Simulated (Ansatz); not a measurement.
Relaxation of C3H7NSi (12 atoms, charge 0, multiplicity 1), to a largest force component of 0.02 eV/Å in at most 50 steps.

All numbers below come from Ansatz 0.2.0, RKS LDA/STO-3G.

```xyz
12
Properties=species:S:1:pos:R:3
C -1.578 -0.573 0.846
C -0.312 -0.051 0.360
N 0.577 0.555 1.042
Si 1.804 0.733 -0.265
C 0.306 -0.143 -1.063
H -1.752 -0.292 1.896
H -2.389 -0.029 0.269
H -1.656 -1.590 0.671
H 2.942 -0.086 0.016
H 1.909 2.151 -0.591
H -0.264 0.423 -1.779
H 0.490 -1.152 -1.370
```

**Question.** Where does it end, and by what steps?

**Answer.** The run converged. Limits of this set-up: minimal basis. After 6 steps the energy has fallen by 0.810 eV; N3 moved furthest, 0.17 Å.

```tsv
step	energy less start (eV)	largest force component (eV/Å)	accepted
0	0.0000	5.369	yes
1	-0.7555	1.294	yes
2	-0.8029	0.344	yes
3	-0.8083	0.114	yes
4	-0.8092	0.071	yes
5	-0.8095	0.021	yes
6	-0.8095	0.001	yes
```

```xyz
12
Properties=species:S:1:pos:R:3
C -1.628 -0.543 0.823
C -0.269 -0.029 0.392
N 0.591 0.586 1.214
Si 1.760 0.745 -0.227
C 0.311 -0.138 -1.030
H -1.786 -0.337 1.894
H -2.428 -0.054 0.239
H -1.703 -1.631 0.648
H 3.005 0.004 -0.098
H 2.030 2.109 -0.656
H -0.269 0.408 -1.792
H 0.464 -1.175 -1.371
```

Whether the end is a true minimum wasn't checked by a vibrational analysis.

Run time: 13 s on 1 thread of AMD EPYC 7B13 (Zen 3), with other jobs on the host, peak memory 0.14 GiB.
